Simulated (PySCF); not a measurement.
GeH8OSi2.
Structure used (PBE0-D3(BJ)/def2-SVP), in Å, numbered top down from 1:
```xyz
12
GeH8OSi2 angstrom
Si     1.8565    0.8245   -0.0198
Si     0.6016   -1.0893   -0.5672
O     -1.0169   -0.7282   -0.6707
Ge    -2.2009    0.0904    0.3766
H      3.3195    0.5075   -0.0247
H      1.5983    1.9231   -1.0024
H      1.4887    1.3238    1.3436
H      1.0418   -1.6256   -1.8896
H      0.8523   -2.1431    0.4706
H     -1.6371    1.4738    0.7542
H     -2.4194   -0.7696    1.6349
H     -3.4820    0.2115   -0.4575
```

Lines to be assigned: O 1s: 537.31 eV; Si 1s: 1846.11 (area 1), 1846.85 (area 1) eV; Si 2p3/2: 106.41 (area 1), 106.98 (area 1) eV.

Method: delta-SCF UKS SCAN, pcX-2 on the ionised atom, pcseg-1 elsewhere, spin-free X2C in PySCF 2.14.0. Geometry: PBE0-D3(BJ)/def2-SVP, one conformer, isolated molecule.

Q: Order the silicon atoms by Si 1s binding energy.

A: 1846.11 eV: Si1 (SiH3 silicon); 1846.85 eV: Si2 (oxygen-bound silicon). The listed Si 1s values span 0.74 eV, from Si1 (bonded to 3 H and Si) to Si2 (bonded to O, 2 H and Si). Summing the Pauling electronegativity differences to the bonded atoms, each weighted by its formal bond order, gives +0.90 for the lowest site and +2.14 for the highest.

Q: Which silicon gives which Si 2p3/2 line?

A: 106.41 eV: Si1 (SiH3 silicon); 106.98 eV: Si2 (oxygen-bound silicon). Lowest listed Si 2p3/2: Si1, bonded to 3 H and Si. Highest, 0.57 eV above it: Si2, bonded to O, 2 H and Si.

Bonded neighbours of each site: Si1: 3 H and Si; Si2: O, 2 H and Si; O3: Ge and Si.

Q: Express the binding energy of Si 1s of Si1 in atomic units and per mole.

A: 1846.11 eV = 67.8433 Eh = 178123 kJ/mol.

Spin–orbit and ligand-field terms were added within each 2p shell after the spin-free SCF. 2p1/2 minus 2p3/2 (ligand field included): Si 0.62 eV. No level of germanium is listed.
